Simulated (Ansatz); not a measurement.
A run for Ansatz (an electronic-structure program): R-PBE0/def2-TZVPP on FHOTe (SMILES O[Te]F), a point of a torsion scan. Elements past Kr take the def2 small-core potentials; no spin–orbit coupling.

Ansatz 0.2 input:
```yaml
crystal:
  periodic: [false, false, false]
  atoms:
    - {symbol: O, position_ang: [-1.07187827, 0.15003312, 0.29638600]}
    - {symbol: Te, position_ang: [0.61746044, 1.04193196, -0.14295105]}
    - {symbol: F, position_ang: [1.40061327, -0.66543429, -0.78138154]}
    - {symbol: H, position_ang: [-1.17953027, -0.58267504, -0.31467353]}
basis:
  gaussian:
    orbitals: def2-TZVPP
hamiltonian:
  xc: {name: PBE0}
scf: {lower_state_search: off}
```

### Question
What total energy does the run end on?

### Answer
-443.5930 hartree.
